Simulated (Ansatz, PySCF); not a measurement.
HfCl₂, SMILES [Cl][Hf][Cl] (connectivity only; charge and spin as stated), neutral, multiplicity 3. Atoms are numbered in the order given.

```xyz
3

Hf     0.0000     0.0000    -0.3066
Cl     0.0000    -2.3227     0.1614
Cl     0.0000     2.3227     0.1614
```
Charge 0, spin multiplicity 3.

Geometry: B3LYP-D3(BJ)/def2-TZVP. The multiplicity is an assumed one; other spin states were not compared. The def2 effective core potentials stand for the cores of Hf; spin–orbit coupling is left out.

Two levels are set side by side: PBE-D3(BJ)/def2-TZVP (Ansatz, an electronic-structure program) and B3LYP-D3(BJ)/def2-TZVP (Ansatz). Each level has its own optimised geometry; the coordinates shown are those of the second. Frequencies come from the Hessian of PySCF at each geometry. Differences are taken from unrounded values.

```json
[
 {"quantity": "mean bond length (Å)", "B3LYP-D3(BJ)": "2.369"},
 {"quantity": "bond Hf1–Cl2 (Å)", "B3LYP-D3(BJ)": "2.369"},
 {"quantity": "bond Hf1–Cl3 (Å)", "B3LYP-D3(BJ)": "2.369"},
 {"quantity": "highest harmonic wavenumber (cm⁻¹)", "B3LYP-D3(BJ)": "359"},
 {"quantity": "mean harmonic wavenumber (cm⁻¹)", "B3LYP-D3(BJ)": "244"},
 {"quantity": "zero-point energy (kcal/mol)", "B3LYP-D3(BJ)": "1.05"}
]
```

Problem. What does PBE-D3(BJ) give, and how far is it from B3LYP-D3(BJ)? (An estimate is asked for; the answer gives what the named calculation found.)

Solution. 
| quantity | PBE-D3(BJ) | PBE-D3(BJ) minus B3LYP-D3(BJ) |
|---|---|---|
| mean bond length (Å) | 2.352 | -0.017 |
| bond Hf1–Cl2 (Å) | 2.352 | -0.017 |
| bond Hf1–Cl3 (Å) | 2.352 | -0.017 |
| highest harmonic wavenumber (cm⁻¹) | 362 | 2 |
| mean harmonic wavenumber (cm⁻¹) | 251 | 6 |
| zero-point energy (kcal/mol) | 1.07 | 0.03 |
